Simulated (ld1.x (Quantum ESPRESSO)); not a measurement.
## What one change does to a pseudopotential (B, TM)

boron (B), norm-conserving Troullier–Martins (Kleinman–Bylander form), made with ld1.x (Quantum ESPRESSO) 7.5 (BLYP, non-relativistic). Core [He], reference 2s2 2p1. Waves: 2p (bound): rc 2.20 bohr; 2s (bound): rc 1.15 bohr. Local part: the s channel. Core correction: Bessel-smoothed model core inside 0.60 bohr.

Change: functional PBEsol.

Cutoffs: the cutoffs (Ry, on a coarse ladder) from which the occupation-weighted sum of valence levels, in a spherical-Bessel basis at the reference potential, stays within 10 and 1 mRy of its value at 400 Ry; they do not see the model core or the augmentation charge, which bear on the density cutoff. Errors are all-electron minus pseudo energies relative to the spin-unpolarised reference configuration.

Task: How do hardness, ghosts and transferability respond?

Result: The potential gets neither clearly harder nor softer (21 Ry and 55 Ry → 21 Ry and 60 Ry); of the 7 tests that both files solve, the error grows in 2 and shrinks in 0 by more than 15 % and 0.3 meV (median size 3.3 → 9.1 meV); neither file shows a bound ghost.

| quantity | base | changed |
| --- | --- | --- |
| cutoff, loose | 21 Ry | 21 Ry |
| cutoff, tight | 55 Ry | 60 Ry |
| bound ghosts | none | none |
| error for 2s2 2p0, meV [ΔE 8.18 → 8.14 eV] | +26 | +24 |
| error for 2s1 2p0, meV [ΔE 33.52 → 33.40 eV] | +95 | +93 |
| error for 2s2 2p0.5, meV [ΔE 2.86 eV] | +3.3 | +3.0 |
| error for 2s1 2p2, meV [ΔE 5.78 → 5.81 eV] | 0.0 | -2.2 |
| error for 2s2 2p1.3, meV [ΔE -0.72 → -0.72 eV] | +0.2 | +0.2 |
| error for 2s0 2p3, meV [ΔE 11.58 → 11.64 eV] | +2.4 | -9.4 |
| error for 2s1 2p1, meV [ΔE 14.22 → 14.26 eV] | -8.8 | -9.1 |
| s: phases at 2.39 bohr within 0.05 rad from the reference energy up to (Ry; the scan ends near 5) | 2.6 | 2.6 |
| p: phases at 2.39 bohr within 0.05 rad from the reference energy up to (Ry; the scan ends near 5) | 2.1 | 2.1 |
